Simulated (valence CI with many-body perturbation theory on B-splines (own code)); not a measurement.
E1 transitions of Lu64+

Calculated by valence CI with perturbative core correlation (CI+MBPT): five valence electrons over a frozen Dirac-Fock core [He], radial functions for each j: 11 s, 11 p, 10 d, 8 f, 5 g, 2 h, with the one-electron correlation potential Σ1 (screened to all orders), the two-electron term Σ2, the three-electron term Σ3, Breit, model QED; selected single and double excitations, second order for the rest, scaled by the run's own slope (own B-spline code, finite nucleus).

The last digits are not significant, and no measured levels were compared; by estimate large intervals hold to a few tenths of a per cent, small ones and those within an open d or f shell to about a per cent. Among the levels kept, up to 7400 cm⁻¹ of a level comes from second order outside the variational space, and about a tenth of that is noise between levels of different J, which matters for small intervals.

Lines 101 to 150 of 600 in falling wavelength, among levels below 855.03 Ry, chosen from the strongest by gf and those to the six lowest levels. Wavelengths and rates use the calculated energies. Electric multipoles are in the length gauge, E1 and E2 with the static RPA response of the core. Weak lines are less certain than strong ones. Lines between different terms over intervals too small for the method are left out, as are lines whose strength nearly cancels. The highest levels of a list are the least certain.

Levels are named by their leading jj configuration (3d3/2^4 stands for four electrons in 3d with j = 3/2), which in mixed levels can hold well under half, so a name can repeat and another be missing. Letters in brackets count levels of one name in rising energy.

```tsv
λ vac (Å)	Upper	Lower	A (s⁻¹)	log gf	Branch %
28.34	(2s 2p1/2 2p3/2^2 3p3/2) J=5/2 [e]	(2s 2p1/2 2p3/2^2 3s) J=5/2 [c]	1.86e+11	-0.87	0.4
28.33	(2s^2 2p3/2^2 3d3/2) J=3/2 [a]	(2s^2 2p3/2^2 3p1/2) J=3/2	5.23e+11	-0.60	0.0
28.31	(2s^2 2p1/2 2p3/2 3p3/2) J=1/2 [a]	(2s^2 2p1/2 2p3/2 3s) J=1/2	6.68e+11	-0.79	5.7
28.31	(2s^2 2p3/2^2 3d3/2) J=7/2	(2s^2 2p3/2^2 3p1/2) J=5/2	6.69e+11	-0.19	0.1
28.29	(2s 2p1/2^2 2p3/2 3d3/2) J=3/2 [a]	(2s 2p1/2^2 2p3/2 3p1/2) J=3/2 [a]	5.26e+11	-0.60	0.2
28.27	(2s 2p1/2^2 2p3/2 3d3/2) J=5/2 [b]	(2s 2p1/2^2 2p3/2 3p1/2) J=3/2 [b]	6.42e+11	-0.34	1.5
28.27	(2s^2 2p1/2 2p3/2 3d3/2) J=5/2 [a]	(2s^2 2p1/2 2p3/2 3p1/2) J=3/2 [a]	5.30e+11	-0.42	0.4
28.27	(2s^2 2p3/2^2 3d3/2) J=3/2 [b]	(2s^2 2p3/2^2 3p1/2) J=1/2	6.27e+11	-0.52	0.1
28.26	(2s^2 2p1/2 2p3/2 3p3/2) J=7/2	(2s^2 2p1/2 2p3/2 3s) J=5/2	9.65e+11	-0.03	33.0
28.25	(2p1/2^2 2p3/2^2 3p1/2) J=5/2	(2s 2p1/2 2p3/2^2 3p1/2) J=3/2 [a]	1.20e+11	-1.07	0.0
28.21	(2s^2 2p1/2^2 3d3/2) J=3/2	(2s^2 2p1/2^2 3p1/2) J=1/2	6.57e+11	-0.50	0.3
28.20	(2s^2 2p3/2^2 3d3/2) J=5/2	(2s^2 2p3/2^2 3p1/2) J=3/2	3.10e+11	-0.65	0.0
28.17	(2s^2 2p3/2^2 3p3/2) J=7/2	(2s^2 2p3/2^2 3s) J=5/2	1.02e+12	-0.01	14.2
28.14	(2s 2p1/2^2 2p3/2 3d3/2) J=7/2	(2s 2p1/2^2 2p3/2 3p1/2) J=5/2	6.23e+11	-0.23	4.1
28.14	(2s^2 2p3/2^2 3p3/2) J=5/2	(2s^2 2p3/2^2 3s) J=5/2	5.32e+11	-0.42	4.5
28.13	(2s 2p1/2 2p3/2^2 3p3/2) J=7/2 [a]	(2s 2p1/2 2p3/2^2 3s) J=5/2 [a]	9.77e+11	-0.03	3.5
28.12	(2s 2p1/2 2p3/2^2 3d3/2) J=9/2	(2s 2p1/2 2p3/2^2 3p1/2) J=7/2	6.34e+11	-0.12	9.9
28.10	(2s 2p1/2 2p3/2^2 3d3/2) J=1/2 [a]	(2s 2p1/2 2p3/2^2 3p1/2) J=3/2 [a]	6.88e+11	-0.79	0.3
28.09	(2s 2p1/2 2p3/2^2 3d3/2) J=7/2 [a]	(2s 2p1/2 2p3/2^2 3p1/2) J=5/2 [a]	6.11e+11	-0.24	0.1
28.09	(2s 2p1/2 2p3/2^2 3d3/2) J=5/2 [c]	(2s 2p1/2 2p3/2^2 3p1/2) J=3/2 [b]	3.87e+11	-0.56	0.2
28.09	(2s^2 2p1/2 2p3/2 3d3/2) J=7/2	(2s^2 2p1/2 2p3/2 3p1/2) J=5/2	6.54e+11	-0.21	2.9
28.08	(2s^2 2p1/2 2p3/2 3p3/2) J=3/2 [a]	(2s^2 2p1/2 2p3/2 3s) J=1/2	3.25e+11	-0.81	9.2
28.03	(2s 2p1/2 2p3/2^2 3p3/2) J=3/2 [d]	(2s 2p1/2 2p3/2^2 3s) J=3/2 [b]	2.68e+11	-0.90	0.2
28.02	(2s 2p1/2^2 2p3/2 3d3/2) J=1/2 [a]	(2s 2p1/2^2 2p3/2 3p1/2) J=3/2 [a]	7.01e+11	-0.78	0.6
28.00	(2s^2 2p1/2 2p3/2 3p3/2) J=5/2 [a]	(2s^2 2p1/2 2p3/2 3s) J=3/2 [a]	1.01e+12	-0.15	26.3
27.98	(2s 2p1/2 2p3/2^2 3p3/2) J=9/2	(2s 2p1/2 2p3/2^2 3s) J=7/2	9.22e+11	0.03	22.1
27.97	(2s^2 2p1/2 2p3/2 3d3/2) J=3/2 [a]	(2s^2 2p1/2 2p3/2 3p1/2) J=1/2	3.75e+11	-0.76	0.1
27.96	(2s^2 2p3/2^2 3d3/2) J=1/2	(2s^2 2p3/2^2 3p1/2) J=3/2	6.84e+11	-0.80	0.0
27.95	(2s 2p1/2 2p3/2^2 3d3/2) J=5/2 [d]	(2s 2p1/2 2p3/2^2 3p1/2) J=3/2 [c]	4.68e+11	-0.48	0.3
27.92	(2s 2p1/2 2p3/2^2 3d3/2) J=3/2 [b]	(2s 2p1/2 2p3/2^2 3p1/2) J=3/2 [a]	3.87e+11	-0.74	0.1
27.91	(2s 2p1/2^2 2p3/2 3p3/2) J=5/2 [a]	(2s 2p1/2^2 2p3/2 3s) J=3/2 [a]	4.03e+11	-0.55	0.2
27.90	(2s 2p1/2 2p3/2^2 3p3/2) J=5/2 [e]	(2s 2p1/2 2p3/2^2 3s) J=3/2 [c]	6.80e+11	-0.32	1.3
27.89	(2s 2p1/2 2p3/2^2 3p3/2) J=3/2 [c]	(2s 2p1/2 2p3/2^2 3s) J=1/2 [a]	9.42e+11	-0.36	0.6
27.87	(2s 2p1/2 2p3/2^2 3p3/2) J=7/2 [b]	(2s 2p1/2 2p3/2^2 3s) J=7/2	5.71e+11	-0.27	0.4
27.86	(2s 2p1/2 2p3/2^2 3p3/2) J=3/2 [d]	(2s 2p1/2 2p3/2^2 3s) J=1/2 [b]	4.42e+11	-0.69	0.3
27.85	(2s 2p1/2 2p3/2^2 3p3/2) J=3/2 [b]	(2s 2p1/2 2p3/2^2 3s) J=5/2 [b]	8.89e+11	-0.38	0.3
27.82	(2s 2p1/2^2 2p3/2 3p3/2) J=7/2	(2s 2p1/2^2 2p3/2 3s) J=5/2	9.15e+11	-0.07	10.5
27.68	(2s 2p1/2 2p3/2^2 3p3/2) J=5/2 [f]	(2s 2p1/2 2p3/2^2 3s) J=5/2 [c]	1.97e+11	-0.87	0.5
27.66	(2s 2p1/2 2p3/2^2 3d3/2) J=5/2 [a]	(2s 2p1/2 2p3/2^2 3p1/2) J=3/2 [a]	1.79e+11	-0.91	0.1
27.65	(2s 2p1/2^2 2p3/2 3d3/2) J=1/2 [b]	(2s 2p1/2^2 2p3/2 3p1/2) J=1/2	5.68e+11	-0.89	0.2
27.64	(2s 2p1/2^2 2p3/2 3p3/2) J=1/2 [a]	(2s 2p1/2^2 2p3/2 3s) J=3/2 [a]	8.84e+11	-0.69	0.2
27.64	(2s 2p1/2 2p3/2^2 3p3/2) J=3/2 [e]	(2s 2p1/2 2p3/2^2 3s) J=3/2 [d]	3.31e+11	-0.82	0.1
27.61	(2s^2 2p1/2 2p3/2 3d3/2) J=1/2 [a]	(2s^2 2p1/2 2p3/2 3p1/2) J=1/2	6.08e+11	-0.86	0.3
27.54	(2s 2p1/2 2p3/2^2 3d3/2) J=1/2 [b]	(2s 2p1/2 2p3/2^2 3p1/2) J=1/2 [b]	3.98e+11	-1.04	0.1
27.52	(2s^2 2p3/2^2 3p3/2) J=3/2 [b]	(2s^2 2p3/2^2 3s) J=1/2	9.32e+11	-0.37	10.2
27.49	(2s 2p1/2 2p3/2^2 3d3/2) J=7/2 [b]	(2s 2p1/2 2p3/2^2 3p1/2) J=7/2	3.86e+11	-0.46	0.0
27.47	(2s^2 2p1/2 2p3/2 3p3/2) J=3/2 [a]	(2s^2 2p1/2 2p3/2 3s) J=3/2 [a]	1.88e+11	-1.07	5.3
27.46	(2p1/2^2 2p3/2^2 3p3/2) J=7/2	(2s 2p1/2 2p3/2^2 3p3/2) J=5/2 [a]	3.38e+11	-0.52	0.1
27.45	(2s^2 2p1/2^2 3p3/2) J=3/2	(2s^2 2p1/2^2 3s) J=1/2	1.06e+12	-0.32	45.1
27.44	(2s 2p1/2 2p3/2^2 3p3/2) J=5/2 [f]	(2s 2p1/2 2p3/2^2 3s) J=3/2 [d]	3.96e+11	-0.57	0.9
```
